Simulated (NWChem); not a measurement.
# AsH₂, doublet; SMILES [AsH2]

```xyz
3

As     0.0000     0.0000     0.0736
H      0.0000    -1.0934    -1.0193
H      0.0000     1.0934    -1.0193
```
Atoms are numbered in this order, from 1.

Level: PBE-D3(BJ)/def2-SVP, spin-unrestricted (NWChem), optimised geometry, unscaled harmonic frequencies. In the optimisation the excess spin sits in b1 (C2v, its own frame).

### Question
List the harmonic frequencies with IR intensities, and the thermochemistry.

### Answer
| frequency (cm⁻¹) | IR intensity (km/mol) |
|---|---|
| 968 | 20.7 |
| 2111 | 104.5 |
| 2128 | 118.6 |

```
Item                                                                                                  Value
-----------------------------------------------------------------------------------------  ----------------
zero-point energy                                                                              7.4 kcal/mol
thermal correction to the enthalpy at 298.15 K (with zero-point energy)                        9.8 kcal/mol
heat capacity Cv                                                                            6.4 cal/(mol K)
entropy at 298.15 K and 1 atm (symmetry number 2, electronic part: spin degeneracy alone)  53.9 cal/(mol K)
dipole moment                                                                                        0.34 D
```

Rigid rotor and harmonic oscillator.
